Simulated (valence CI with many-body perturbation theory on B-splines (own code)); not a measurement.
## Bi XLIV: calculated level list

Level of theory: configuration interaction combined with many-body perturbation theory (CI+MBPT): four valence electrons over a frozen Dirac-Fock core [Kr], a basis of 7 s, 7 p, 8 d, 6 f, 4 g, 1 h functions for each j, with the one-electron correlation potential Σ1, the two-electron term Σ2, the three-electron term Σ3, Breit, model QED; selected CI, second order for the rest, scaled by the run's own slope (own B-spline code, finite nucleus).

No measured spectrum was set against this ion. As an estimate, large intervals hold to a few tenths of a per cent, small ones and those within an open d or f shell to about a per cent. The list stops below the first excitations out of the core.

Levels 1 to 34 of 34, with energies above the lowest level, (4d3/2^4) J=0. "Leading %" is the weight of the configuration and term that name the level; weights of strongly mixed levels are sums over their largest components and can fall short. In the jj column 3d3/2^4 stands for four electrons in 3d with j = 3/2. Lifetimes count E1, E2, E3, M1 and M2 decay at the calculated energies, and are blank where another channel may lead or the interval is too uncertain; long ones can be off by a factor of two.

| No. | Configuration | Term | J | E (cm⁻¹) | Leading % | Leading jj | g | Lifetime |
| --- | --- | --- | --- | --- | --- | --- | --- | --- |
| 1 | 4d⁴ | ³P | 0 | 0 | 60 | 4d3/2^4 (99 %) |  |  |
| 2 | 4d⁴ | ⁵D | 1 | 237750 | 57 | 4d3/2^3 4d5/2 (99 %) | 1.496 | 3.03 μs |
| 3 | 4d⁴ | ³F | 4 | 285140 | 28 | 4d3/2^3 4d5/2 (99 %) | 1.064 |  |
| 4 | 4d⁴ | ⁵D | 2 | 293320 | 32 | 4d3/2^3 4d5/2 (95 %) | 1.201 | 367 μs |
| 5 | 4d⁴ | ³F | 3 | 305270 | 30 | 4d3/2^3 4d5/2 (96 %) | 1.116 | 11.8 ms |
| 6 | 4d⁴ | ⁵D | 0 | 508600 | 67 | 4d3/2^2 4d5/2^2 (98 %) |  | 1.24 μs |
| 7 | 4d⁴ | ⁵D | 2 | 510060 | 54 | 4d3/2^2 4d5/2^2 (96 %) | 1.293 | 1.74 μs |
| 8 | 4d⁴ | ³H | 4 | 521700 | 40 | 4d3/2^2 4d5/2^2 (98 %) | 1.145 | 2.98 μs |
| 9 | 4d⁴ | ⁵D | 3 | 526190 | 49 | 4d3/2^2 4d5/2^2 (95 %) | 1.183 | 3.02 μs |
| 10 | 4d⁴ | ³H | 5 | 543530 | 66 | 4d3/2^2 4d5/2^2 (100 %) | 1.084 | 5.95 μs |
| 11 | 4d⁴ | ¹I | 6 | 557090 | 54 | 4d3/2^2 4d5/2^2 (99 %) | 1.071 | 14.7 ms |
| 12 | 4d⁴ | ³D | 1 | 558390 | 43 | 4d3/2^2 4d5/2^2 (97 %) | 1.066 | 3.04 μs |
| 13 | 4d⁴ | ³F | 3 | 570860 | 45 | 4d3/2^2 4d5/2^2 (98 %) | 1.064 | 4.46 μs |
| 14 | 4d⁴ | ³G | 4 | 574970 | 53 | 4d3/2^2 4d5/2^2 (99 %) | 1.033 | 14.3 μs |
| 15 | 4d⁴ | ³F | 2 | 579570 | 33 | 4d3/2^2 4d5/2^2 (98 %) | 1.076 | 9.68 μs |
| 16 | 4d⁴ | ³F | 2 | 625470 | 51 | 4d3/2^2 4d5/2^2 (98 %) | 0.978 | 2.39 μs |
| 17 | 4d⁴ | ³F | 4 | 642730 | 65 | 4d3/2^2 4d5/2^2 (98 %) | 1.182 |  |
| 18 | 4d⁴ | ¹D | 2 | 687170 | 44 | 4d3/2^2 4d5/2^2 (95 %) | 1.112 | 36.8 μs |
| 19 | 4d⁴ | ³P | 0 | 745200 | 53 | 4d3/2^2 4d5/2^2 (88 %) |  | 6.70 μs |
| 20 | 4d⁴ | ⁵D | 4 | 793810 | 39 | 4d3/2 4d5/2^3 (97 %) | 1.171 | 1.39 μs |
| 21 | 4d⁴ | ³F | 3 | 797410 | 42 | 4d3/2 4d5/2^3 (98 %) | 1.208 | 1.24 μs |
| 22 | 4d⁴ | ³D | 1 | 815600 | 48 | 4d3/2 4d5/2^3 (98 %) | 1.015 | 999 ns |
| 23 | 4d⁴ | ³G | 5 | 822510 | 66 | 4d3/2 4d5/2^3 (100 %) | 1.139 | 2.51 μs |
| 24 | 4d⁴ | ³H | 6 | 826810 | 54 | 4d3/2 4d5/2^3 (99 %) | 1.084 | 2.98 μs |
| 25 | 4d⁴ | ³F | 2 | 850220 | 46 | 4d3/2 4d5/2^3 (97 %) | 1.063 | 1.56 μs |
| 26 | 4d⁴ | ³D | 3 | 857930 | 36 | 4d3/2 4d5/2^3 (99 %) | 1.088 | 2.10 μs |
| 27 | 4d⁴ | ¹S | 0 | 884100 | 73 | 4d3/2 4d5/2^3 (86 %) |  | 2.71 μs |
| 28 | 4d⁴ | ³P | 1 | 908930 | 88 | 4d3/2 4d5/2^3 (99 %) | 1.404 | 1.75 μs |
| 29 | 4d⁴ | ³F | 3 | 910170 | 63 | 4d3/2 4d5/2^3 (100 %) | 1.058 | 2.48 μs |
| 30 | 4d⁴ | ¹G | 4 | 914970 | 64 | 4d3/2 4d5/2^3 (98 %) | 1.051 | 2.17 μs |
| 31 | 4d⁴ | ¹D | 2 | 926220 | 59 | 4d3/2 4d5/2^3 (92 %) | 1.117 | 2.42 μs |
| 32 | 4d⁴ | ³F | 4 | 1101800 | 46 | 4d5/2^4 (98 %) | 1.167 | 975 ns |
| 33 | 4d⁴ | ¹D | 2 | 1136400 | 32 | 4d5/2^4 (96 %) | 1.117 | 951 ns |
| 34 | 4d⁴ | ³P | 0 | 1226000 | 54 | 4d5/2^4 (94 %) |  | 775 ns |

The ionisation energy to 4d³ ⁴F3/2 of the next ion comes out as 2191.3 eV (NIST: 2190 ± 4 eV (theoretical)). All 34 levels together are meant to be complete up to 1240400 cm⁻¹.
